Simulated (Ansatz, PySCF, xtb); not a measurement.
Pair of molecules: HF (SMILES F) (first 2 atoms) with H4OSi (SMILES O[SiH3]); geometry from B3LYP-D3(BJ)/def2-TZVP.
(charge 0, multiplicity 1):
```xyz
8

F      1.01146    -1.02786     0.18954
H      0.84095    -0.83434     1.09638
O      0.50999    -0.47297     2.71546
Si    -0.69318     0.55012     3.26297
H      1.06277    -0.93008     3.35511
H     -1.66406    -0.19798     4.09225
H     -1.32965     1.07431     2.04330
H     -0.10703     1.64231     4.07138
```

Counterpoise-corrected where a basis set is named; no monomer relaxation. Rows marked so take none.

Rows in 3-21G carry no dispersion term and start afresh at each structure.

Codes used: Ansatz (Gaussian basis) for Hartree–Fock, density functionals and correlated methods; PySCF for 3-21G rows, the dispersion terms; xtb for the GFN methods. Values without a source in brackets are computed.

One of these levels gives -65.9 kJ/mol for the interaction energy. Name it.
A. GFN-FF
B. HF/3-21G (no counterpoise)
C. PBE0-D3(BJ)/def2-TZVPPD

B, HF/3-21G (no counterpoise). The others give -32.4 (GFN-FF), -38.2 (PBE0-D3(BJ)/def2-TZVPPD)

Ansatz is a program for electronic structure.
